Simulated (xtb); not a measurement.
FK, singlet, at the geometry of the source list (GFN-xTB shapes and energies of metal compounds can be far from the true ones); GFN0-xTB (xtb).

Input for xtb:
```
$ xtb mol.xyz --gfn 0 --chrg 0 --uhf 0 --json

# file mol.xyz
2

K     -0.53980000    -0.44520000    -0.72920000
F      0.53980000     0.44520000     0.72920000
```

The log (banner, timings and long lists left out):

```
   ID    Z sym.   atoms
    1   19 K      1
    2    9 F      2

           -------------------------------------------------
          |                Calculation Setup                |
           -------------------------------------------------

           -------------------------------------------------
          |                 G F N 0 - x T B                 |
           -------------------------------------------------

          ...................................................
          :                      SETUP                      :
          :.................................................:
          :  # basis functions                   8          :
          :  # atomic orbitals                   8          :
          :  # shells                            4          :
          :  # electrons                         8          :
          :  electronic temp.          300.0000000     K    :
          :  accuracy                    1.0000000          :
          :  -> integral cutoff          0.2500000E+02      :
          :  -> integral neglect         0.1000000E-07      :
          ...................................................

         :::::::::::::::::::::::::::::::::::::::::::::::::::::
         ::                     SUMMARY                     ::
         :::::::::::::::::::::::::::::::::::::::::::::::::::::
         :: total energy              -4.354547820884 Eh    ::
         :: gradient norm              0.030518414173 Eh/a0 ::
         :: HOMO-LUMO gap              5.452516063976 eV    ::
         ::.................................................::
         :: H0 energy                 -4.212862979089 Eh    ::
         :: repulsion energy           0.007239949268 Eh    ::
         :: electrostat energy        -0.148833293933 Eh    ::
         :: -> Gsolv                   0.000000000000 Eh    ::
         ::    -> Gsasa                0.000000000000 Eh    ::
         ::    -> Gshift               0.000000000000 Eh    ::
         :: dispersion energy         -0.000091497129 Eh    ::
         :: short-range corr.          0.000000000000 Eh    ::
         :: add. restraining           0.000000000000 Eh    ::
         :: total charge              -0.000000000000 e     ::
         :::::::::::::::::::::::::::::::::::::::::::::::::::::

           -------------------------------------------------
          |                Property Printout                |
           -------------------------------------------------

    * Orbital Energies and Occupations

         #    Occupation            Energy/Eh            Energy/eV
      -------------------------------------------------------------
         1        2.0000           -0.7874596             -21.4279
         2        2.0000           -0.4397087             -11.9651
         3        2.0000           -0.4397087             -11.9651
         4        2.0000           -0.4395546             -11.9609 (HOMO)
         5                         -0.2391783              -6.5084 (LUMO)
         6                         -0.1212231              -3.2986
         7                         -0.1212231              -3.2986
         8                         -0.0218737              -0.5952
      -------------------------------------------------------------
                  HL-Gap            0.2003763 Eh            5.4525 eV
             Fermi-level            0.0000000 Eh            0.0000 eV

     #   Z          covCN         q      C6AA      α(0)
     1  19 K        0.587     0.465   459.564    88.072
     2   9 F        0.587    -0.465    14.461     4.386

 Mol. C6AA /au·bohr⁶  :        570.217953
 Mol. C8AA /au·bohr⁸  :      93489.071288
 Mol. α(0) /au        :         92.457995

Wiberg/Mayer (AO) data.
largest (>0.10) Wiberg bond orders for each atom

 ---------------------------------------------------------------------------
     #   Z sym  total        # sym  WBO       # sym  WBO       # sym  WBO
 ---------------------------------------------------------------------------
     1  19 K    0.286 --     2 F    0.286
     2   9 F    0.286 --     1 K    0.286
 ---------------------------------------------------------------------------

 dipole moment from electron density (au)
     X       Y       Z
  -2.0231  -1.6686  -2.7330  total (Debye):    9.627

           -------------------------------------------------
          | TOTAL ENERGY               -4.354547820884 Eh   |
          | GRADIENT NORM               0.030518414173 Eh/α |
          | HOMO-LUMO GAP               5.452516063976 eV   |
           -------------------------------------------------

normal termination of xtb
```
